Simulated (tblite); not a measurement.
Species: C₉H₁₁ (charge +1).
Atom-mapped SMILES: `[CH:1]1=[CH:2][CH2:3][C+:4]([CH:5]2[CH2:6][CH2:7]2)[CH:8]=[CH:9]1` (hydrogens: H10 on C1; H11 on C2; H12, H13 on C3; H14 on C5; H15, H16 on C6; H17, H18 on C7; H19 on C8; H20 on C9)

Cartesian coordinates in Å at the GFN2-xTB level; atoms count from 1:
```
atom  x, y, z in Å
C1     2.773    0.230   -0.099
C2     2.311   -1.011   -0.386
C3     0.874   -1.319   -0.384
C4    -0.045   -0.210   -0.050
C5    -1.455   -0.479   -0.042
C6    -2.384    0.235    0.951
C7    -2.459    0.601   -0.468
C8     0.497    1.043    0.239
C9     1.858    1.258    0.215
H10    3.830    0.447   -0.105
H11    2.988   -1.818   -0.626
H12    0.599   -1.741   -1.362
H13    0.691   -2.164    0.296
H14   -1.732   -1.496   -0.289
H15   -1.928    0.914    1.655
H16   -3.160   -0.382    1.377
H17   -3.290    0.247   -1.059
H18   -2.058    1.547   -0.798
H19   -0.155    1.867    0.487
H20    2.241    2.242    0.444
```

Method: GFN2-xTB as coded in tblite; computed harmonic values from a numerical Hessian at the method's own geometry, unscaled. Errors from tens to a few hundred cm⁻¹ against measured bands are possible. One conformer, not necessarily the lowest.

Harmonic wavenumbers (cm⁻¹): 78.3, 117.3, 194.6, 206.2, 294.9, 366.0, 427.3, 494.6, 512.5, 565.5, 733.0, 744.3, 791.1, 806.1, 836.0, 882.2, 899.1, 923.3, 933.1, 948.1, 957.1, 1008.9, 1028.3, 1043.3, 1054.9, 1055.6, 1070.8, 1074.6, 1141.9, 1159.1, 1169.7, 1205.2, 1245.7, 1274.0, 1288.4, 1326.1, 1365.1, 1405.8, 1417.6, 1453.8, 1474.7, 1494.4, 1597.8, 2863.0, 2910.9, 3060.6, 3090.7, 3094.2, 3098.2, 3101.3, 3103.8, 3109.8, 3114.2, 3126.4.

A = 4075, B = 1103, C = 935.1 MHz; mass 119.086 u (most abundant isotopes); point group Cs, symmetry number 1.

Problem. What is the zero-point energy?

Solution. Half the sum of the wavenumbers: 36870 cm⁻¹ = 441.06 kJ/mol.

Problem. Entropy at 500 K, 1 bar (ideal gas, RRHO, classical rotation)?

Solution. Translation 179.21, rotation 126.64, vibration 161.69: S = 467.5 J/(mol K).

Problem. And Cp and H(500 K) − H(0)?

Solution. Cp = 237.28 J/(mol K), of which vibrations give 204.02 (their classical limit is 54 R = 449.0); H(500 K) − H(0) = 63.00 kJ/mol without the zero-point energy, 46.37 from vibrations.

Problem. What must be added to the electronic energy to get the Gibbs energy at 500 K and 1 bar?

Solution. ZPE + [H(500 K) − H(0)] − T·S = 441.06 + 63.00 − 233.77 = 270.29 kJ/mol.

Problem. Blend soft modes into free rotors: weight 1/[1 + (100 cm⁻¹/ν̃)⁴] for the oscillator and the rest for a rotor with moment μB/(μ + B), μ = h/(8π²ν), B = 10⁻⁴⁴ kg m². What vibrational entropy results?

Solution. 156.04 J/(mol K) in place of 161.69, which changes −T·S at 500 K by +2.82 kJ/mol.

Problem. How do the functions run with temperature in this model?

Solution. 
```tsv
T (K)	S (J/(mol K))	Cp (J/(mol K))	H − H(0) (kJ/mol)	G − H(0) (kJ/mol)	ln q(vib)
50	234.1	44.2	1.84	-9.86	0.15
100	269.9	61.0	4.47	-22.52	0.74
298.15	369.8	144.1	24.04	-86.23	4.07
373.15	406.3	181.9	36.27	-115.33	5.56
750	579.1	311.6	132.41	-301.91	14.01
1000	675.6	358.2	216.54	-459.05	19.65
```

q(vib) and H(0) count from the zero-point level.

Problem. Which modes carry the vibrational entropy at 500 K?

Solution. 78.3 cm⁻¹: 20.72; 117.3 cm⁻¹: 17.38; 194.6 cm⁻¹: 13.24; 206.2 cm⁻¹: 12.78; 294.9 cm⁻¹: 9.92; 366.0 cm⁻¹: 8.26 J/(mol K); the other 48 give 79.38 together.

Hindered rotation and anharmonicity are outside this model. Other conformers, if any are populated, would add a mixing term that is left out.
